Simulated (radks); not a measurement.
Results of a calculation; reference values are marked as such.
Problem. F3+, 6 electrons, occupied as [He] 2s2 2p1 5d1 (not the ground configuration). Level of theory: scalar-relativistic Kohn-Sham, PBEsol, spin-polarised, spherical densities, finite nucleus; open shells are filled with parallel spins first; Fermi nuclear charge, rms radius 2.8976 fm (a radial shooting solver on a logarithmic mesh with Libxc functionals). Some entries of the table are withheld. Estimate them.

orbital  occ.  eigenvalue (eV)  <r> (bohr)
1s up       1        -770.6431         (1)
1s down     1        -769.2064         (2)
2s up       1        -113.3130         (3)
2s down     1        -109.7771         (4)
2p up       1         -96.1028      0.7699
2p down     0         -92.2376      0.7813
5d up       1          -8.6007       7.886

Solution. 
(1) 1s up <r> (bohr): 0.1762
(2) 1s down <r> (bohr): 0.1759
(3) 2s up <r> (bohr): 0.8370
(4) 2s down <r> (bohr): 0.8455
